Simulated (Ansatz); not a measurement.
CdBr₂. The state is a singlet with charge 0. Geometry relaxed at B3LYP-D4/def2-TZVP.

```xyz
3

Cd    0.0011   -0.0001    0.0010
Br    0.9448   -1.8113   -1.3062
Br   -0.9459    1.8114    1.3052
```

In the def2 sets Cd takes a core potential; there is no spin–orbit coupling. The structure comes from a short search, and lower isomers may exist.

Estimate the harmonic wavenumbers at RKS B3LYP-D4/def2-TZVP (Ansatz, unscaled). Is this a minimum?

62, 62, 196, 307 cm⁻¹. Yes, no mode is imaginary beyond noise. Zero-point energy 3.8 kJ/mol. Hardware: 4 threads of Arm Neoverse V2 on a shared host. Wall time 18 s.
